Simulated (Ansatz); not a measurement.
Frontier orbitals of ClH$_{7}$OSi$_{3}$ (`O[Si]([SiH3])([SiH3])Cl`).

Z-matrix (Å, degrees):
```
Si
Si 1 2.347
Si 1 2.339 2 115.6
O 1 1.646 2 112.2 3 122.4
Cl 1 2.079 2 104.9 3 -118.4
H 2 1.486 1 109.8 3 62.2
H 2 1.488 1 110.5 3 -58.3
H 2 1.489 1 109.3 3 -178.0
H 3 1.486 1 110.1 2 -175.5
H 3 1.487 1 108.3 2 -55.7
H 3 1.487 1 110.2 2 63.4
H 4 0.960 1 118.0 2 54.5
```

The species carries charge 0 and has multiplicity 1. Geometry: relaxed with PBE0-D4/def2-TZVP. It is one conformer, not always the lowest. Basis def2-TZVPP, Ansatz.

Q: Compute the vertical ionisation energy as the energy of the cation minus that of the neutral molecule, at each level. (Estimate.)

A: Ansatz gave: 
```
               level  IE (eV)  difference from CCSD(T)/CBS(def2)
   PBE-D4/def2-TZVPP     9.02                              -0.66
r2SCAN-D4/def2-TZVPP     9.16                              -0.51
  PBE0-D4/def2-TZVPP     9.32                              -0.36
 B3LYP-D4/def2-TZVPP     9.33                              -0.34
  ωB97X-V/def2-TZVPP     9.52                              -0.15
  ωB97M-V/def2-TZVPP     9.44                              -0.24
   B2PLYP/def2-TZVPP     9.35                              -0.32
       HF/def2-TZVPP     9.02                              -0.66
      MP2/def2-TZVPP     9.57                              -0.10
     CCSD/def2-TZVPP     9.56                              -0.11
  CCSD(T)/def2-TZVPP     9.52                              -0.16
       HF/def2-QZVPP     9.00                              -0.67
      MP2/def2-QZVPP     9.66                              -0.02
        HF/CBS(def2)     9.00                              -0.67
       MP2/CBS(def2)     9.73                               0.06
      CCSD/CBS(def2)     9.72                               0.04
   CCSD(T)/CBS(def2)     9.68                               0.00
```

B3LYP here is the variant with VWN-RPA as its local correlation; programs differ in this.
